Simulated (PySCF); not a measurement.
NbSF2Cl, SMILES [Cl][Nb](=[S])([F])[F], multiplicity 1. Atoms are numbered in the order given.

```xyz
5

Nb     0.2508    -0.0832     0.0000
S     -1.3181    -1.5369     0.0000
F      1.2657    -0.3337    -1.5359
F      1.2657    -0.3337     1.5359
Cl    -0.7043     2.0005     0.0000
```

Coordinates come from a B3LYP-D3(BJ)/def2-SVP optimisation. The spin state was assumed, not searched. The def2 effective core potentials stand for the cores of Nb; spin–orbit coupling is left out.

Level of theory: PBE/def2-TZVP (PySCF).

Symmetry labels are those of the subgroup Cs that the program uses (full group Cs).

Computed valence orbital energies around the gap with their symmetry:
| orbital | symmetry | energy (eV) |
|---|---|---|
| HOMO−7 | A' | -11.17 |
| HOMO−6 | A" | -10.74 |
| HOMO−5 | A' | -10.06 |
| HOMO−4 | A' | -9.15 |
| HOMO−3 | A" | -8.93 |
| HOMO−2 | A' | -8.20 |
| HOMO−1 | A" | -7.37 |
| HOMO | A' | -7.35 |
| LUMO | A" | -3.84 |
| LUMO+1 | A' | -3.82 |
| LUMO+2 | A' | -2.87 |
| LUMO+3 | A' | -2.42 |
